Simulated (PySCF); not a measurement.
Gallium: a sound run and one with changed settings

Sound run: Ga [Ar] 3d10 4s2 4p1, Ga⁺ [Ar] 3d10 4s2. Calculation: PySCF 2.14, in Sapporo-DKH3-DZP-2012 (6s5p3d1f, 43 functions); the spin-free X2C one-electron Hamiltonian (Gaussian nucleus). In the sound run the correlated levels freeze [Ar] 3d10. The sound run starts from symmetry-adapted Hartree-Fock orbitals and uses a fine grid where one is needed.

Changed run: no relativity, point nucleus. This setting is unsound on purpose.

```csv
species,method,sound run (hartree),changed run (hartree),converged
Ga,UHF,-1942.13099,-1912.65854,yes
Ga,M06-2X,-1943.84556,-1914.39941,yes
Ga,TPSS,-1943.77497,-1914.31367,yes
Ga,MP2,-1942.15932,-1912.68734,yes
Ga,CCSD(T),-1942.17393,-1912.70272,yes
Ga⁺,UHF,-1941.92750,-1912.45277,yes
Ga⁺,M06-2X,-1943.63016,-1914.18183,yes
Ga⁺,TPSS,-1943.55500,-1914.09143,yes
Ga⁺,MP2,-1941.94953,-1912.47540,yes
Ga⁺,CCSD(T),-1941.96045,-1912.48704,yes
```

Ionisation energy of Ga:

| method | sound run (eV) | changed run (eV) |
| --- | --- | --- |
| UHF | 5.537 | 5.599 |
| M06-2X | 5.861 | 5.921 |
| TPSS | 5.986 | 6.047 |
| MP2 | 5.709 | 5.767 |
| SCS-MP2 | 5.692 | 5.750 |
| CCSD | 5.795 | 5.854 |
| CCSD(T) | 5.809 | 5.869 |

Most of the change in total energy is the relativistic energy itself. On top of that the contraction fixes the core shape for the Hamiltonian it was made with, so the changed run is not a good calculation with the other Hamiltonian either.

For comparison, NIST gives 5.999 eV between the lowest levels.
